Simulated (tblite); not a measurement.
Species: C4H10B2F2O2.
SMILES with atom numbers: `[BH2:1][C@@H:2]([O:3][B:4]([CH3:5])[O:6][CH3:7])[CH:8]([F:9])[F:10]` (hydrogens: H11, H12 on B1; H13 on C2; H14, H15, H16 on C5; H17, H18, H19 on C7; H20 on C8)

Computed with GFN2-xTB (tblite), gas phase: L-BFGS steps from a force-field or distance-geometry start until the largest atomic force falls under 0.01 eV/Å.

Step 76: E = -919.5076 eV
```
atom  x, y, z in Å  |  force x, y, z in eV/Å
B1      2.4026    1.0835    1.0478   -0.041   0.008  -0.009
C2      1.4340   -0.0166    0.4466   -0.010   0.021  -0.026
O3      0.5590    0.4262   -0.5845    0.016   0.013   0.041
B4     -0.7925    0.3173   -0.5109   -0.013  -0.051   0.016
C5     -1.6105    0.9391   -1.7353    0.008  -0.015   0.029
O6     -1.3036   -0.2957    0.5908    0.002  -0.013  -0.006
C7     -2.6506   -0.5597    0.8875    0.027   0.021  -0.016
C8      2.2583   -1.1957   -0.0992   -0.054   0.010   0.009
F9      2.7752   -1.9201    0.9229    0.007  -0.032  -0.062
F10     3.3198   -0.7772   -0.8333   -0.036  -0.051   0.027
H11     2.3408    2.1832    0.6756   -0.011   0.030   0.033
H12     3.1765    0.7261    1.8423   -0.001   0.046   0.009
H13     0.8260   -0.4465    1.2613    0.040   0.008  -0.043
H14    -1.6991    2.0157   -1.6140    0.011   0.017   0.007
H15    -1.0780    0.7698   -2.6663   -0.008   0.011   0.012
H16    -2.6165    0.5438   -1.8446    0.017  -0.049   0.007
H17    -3.3382   -0.0419    0.2176    0.027   0.036  -0.033
H18    -2.8420   -0.2391    1.9135    0.000   0.012   0.014
H19    -2.8270   -1.6365    0.8160    0.012  -0.003  -0.011
H20     1.6605   -1.8647   -0.7367    0.006  -0.019   0.002
```

Step 77: E = -919.5087 eV
```
atom  x, y, z in Å  |  force x, y, z in eV/Å
B1      2.3995    1.0820    1.0500    0.006   0.018   0.021
C2      1.4340   -0.0155    0.4418   -0.009   0.050   0.003
O3      0.5603    0.4276   -0.5898    0.022   0.009   0.036
B4     -0.7908    0.3168   -0.5151   -0.030  -0.045   0.010
C5     -1.6119    0.9385   -1.7383    0.003  -0.011   0.006
O6     -1.2990   -0.2964    0.5881   -0.009  -0.005  -0.009
C7     -2.6458   -0.5584    0.8893    0.038   0.008  -0.022
C8      2.2544   -1.1977   -0.0977   -0.025   0.010  -0.011
F9      2.7728   -1.9180    0.9260   -0.008  -0.050  -0.041
F10     3.3163   -0.7844   -0.8329   -0.007  -0.031  -0.001
H11     2.3316    2.1869    0.6951   -0.022   0.034   0.022
H12     3.1817    0.7222    1.8378   -0.034   0.045  -0.018
H13     0.8247   -0.4398    1.2580    0.022  -0.006  -0.028
H14    -1.7042    2.0153   -1.6149    0.006  -0.004   0.012
H15    -1.0800    0.7748   -2.6713   -0.008   0.008   0.036
H16    -2.6167    0.5390   -1.8497    0.035  -0.037   0.019
H17    -3.3335   -0.0401    0.2191    0.029   0.031  -0.006
H18    -2.8330   -0.2397    1.9174   -0.003   0.022  -0.012
H19    -2.8228   -1.6353    0.8186    0.009   0.001  -0.016
H20     1.6571   -1.8669   -0.7341   -0.015  -0.047  -0.001
```

Step 78: E = -919.5098 eV
```
atom  x, y, z in Å  |  force x, y, z in eV/Å
B1      2.3960    1.0812    1.0519    0.029   0.052   0.023
C2      1.4342   -0.0142    0.4367    0.005   0.052   0.024
O3      0.5614    0.4281   -0.5948    0.013   0.011   0.019
B4     -0.7896    0.3164   -0.5185   -0.024  -0.021   0.007
C5     -1.6130    0.9381   -1.7403   -0.001  -0.009  -0.008
O6     -1.2945   -0.2927    0.5880   -0.011  -0.010  -0.005
C7     -2.6404   -0.5566    0.8908    0.027  -0.006  -0.016
C8      2.2502   -1.2004   -0.0972    0.006  -0.001  -0.024
F9      2.7701   -1.9175    0.9275   -0.026  -0.062  -0.015
F10     3.3133   -0.7935   -0.8333    0.012  -0.008  -0.030
H11     2.3206    2.1912    0.7139   -0.031   0.029   0.015
H12     3.1840    0.7203    1.8332   -0.037   0.031  -0.018
H13     0.8253   -0.4330    1.2555    0.000  -0.020  -0.015
H14    -1.7094    2.0148   -1.6154    0.004  -0.022   0.017
H15    -1.0806    0.7787   -2.6739   -0.003   0.007   0.039
H16    -2.6161    0.5344   -1.8546    0.040  -0.030   0.028
H17    -3.3286   -0.0387    0.2202    0.031   0.025   0.016
H18    -2.8263   -0.2408    1.9207   -0.004   0.025  -0.039
H19    -2.8150   -1.6343    0.8188    0.003   0.012  -0.016
H20     1.6531   -1.8707   -0.7319   -0.032  -0.056  -0.001
```

Task: Estimate the geometry and energy of step 79. (The exact step hangs on the optimiser's Hessian estimate; all steps are aligned on step 78, rigid shifts and turns removed.)

Result: E = -919.5111 eV, largest force 0.090 eV/Å
```
atom  x, y, z in Å  |  force x, y, z in eV/Å
B1      2.3915    1.0818    1.0543    0.058   0.063   0.029
C2      1.4348   -0.0121    0.4313    0.028   0.030   0.037
O3      0.5628    0.4281   -0.6004    0.001   0.020   0.000
B4     -0.7885    0.3164   -0.5216    0.000   0.015   0.005
C5     -1.6142    0.9373   -1.7420   -0.003  -0.005  -0.013
O6     -1.2893   -0.2857    0.5895    0.000  -0.020   0.002
C7     -2.6333   -0.5540    0.8920    0.002  -0.019  -0.008
C8      2.2451   -1.2043   -0.0975    0.033  -0.015  -0.032
F9      2.7663   -1.9192    0.9279   -0.047  -0.064   0.012
F10     3.3100   -0.8053   -0.8345    0.021   0.014  -0.057
H11     2.3037    2.1967    0.7367   -0.038   0.032   0.009
H12     3.1880    0.7185    1.8266   -0.048   0.025  -0.027
H13     0.8267   -0.4241    1.2535   -0.021  -0.034  -0.004
H14    -1.7169    2.0137   -1.6158    0.005  -0.040   0.022
H15    -1.0793    0.7828   -2.6746    0.003   0.007   0.026
H16    -2.6144    0.5276   -1.8598    0.035  -0.027   0.032
H17    -3.3220   -0.0367    0.2212    0.025   0.022   0.030
H18    -2.8201   -0.2418    1.9233   -0.006   0.024  -0.056
H19    -2.8037   -1.6324    0.8169   -0.007   0.018  -0.012
H20     1.6474   -1.8766   -0.7297   -0.042  -0.045   0.006
```

The energy changes by -0.0013 eV. The first-order estimate −F·Δx gives -0.0017 eV and the mean of the old and new forces, exact on a quadratic surface, -0.0013 eV. The step makes an angle of 78° with the force vector and moves no atom by more than 0.029 Å.

What follows is the cost of the whole relaxation. On one thread, Arm Neoverse N1 (aarch64), no GPU, shared host, this took 1.8 s wall.
